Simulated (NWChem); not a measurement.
System: C2H3ClO2Si; SMILES O[Si@@]1(C=CO1)Cl

NWChem input:

```
start job
memory heap 200 mb stack 900 mb global 1100 mb
geometry units angstroms noautoz
  O     -1.866697     0.418220    -0.000879
  Si    -0.280697    -0.004671    -0.060500
  Cl     0.739021     1.771662     0.010737
  C      0.380344    -1.389786    -1.069755
  C      0.648899    -1.941223     0.130161
  O      0.225257    -1.107146     1.169839
  H     -2.499042    -0.316391     0.003958
  H      0.595660    -1.760188    -2.060009
  H      1.121054    -2.872825     0.434364
end
basis spherical
  O library cc-pvdz
  Si library cc-pvdz
  Cl library cc-pvdz
  C library cc-pvdz
  H library cc-pvdz
end
dft
  xc xtpss03 ctpss03
  iterations 150
  mulliken
end
task dft energy
```

Structure relaxed at the B3LYP/6-31G* (spherical d) level.

### Question
Predict the main results of this run. (TPSS/cc-pVDZ.) Quantities: basis functions; energy (Ha); highest occupied level (eV); orbital gap (eV); dipole (D).

### Answer
The number of basis functions is 107. The energy (Ha) is -978.32 and the highest occupied level (eV) is -5.80. The orbital gap (eV) is 4.60 and the dipole (D) is 2.84.
